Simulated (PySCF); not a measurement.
2-methoxybut-1-en-3-yne (C₅H₆O), SMILES C#CC(=C)OC. Coordinates come from a PBE-D3(BJ)/def2-SVP optimisation. One conformer was computed; it need not be the lowest.

**Question.** Give the equilibrium geometry at PBE-D3(BJ)/def2-SVP (PySCF confirms it by a frequency run) as bond lengths and angles, and its point group. (The exact figures need the calculation; the answer reports its results.)

**Answer.** This is not unique; one that fits is point group Cs.
Atoms: C1 C2 C3 C4 O5 C6 H7 H8 H9 H10 H11 H12. Bond lengths (Å): C1–C2 1.226, C1–H7 1.081, C2–C3 1.435, C3–C4 1.359, C3–O5 1.369, C4–H8 1.096, C4–H9 1.099, O5–C6 1.420, C6–H10 1.106, C6–H11 1.112, C6–H12 1.112. Angles (°): C2–C1–H7 179.3, C1–C2–C3 179.6, C2–C3–C4 121.8, C2–C3–O5 119.0, C4–C3–O5 119.2, C3–C4–H8 120.2, C3–C4–H9 119.9, H8–C4–H9 120.0, C3–O5–C6 118.7, O5–C6–H10 106.0, O5–C6–H11 112.0, O5–C6–H12 112.0, H10–C6–H11 109.1, H10–C6–H12 109.1, H11–C6–H12 108.4.
Charge 0, spin multiplicity 1.
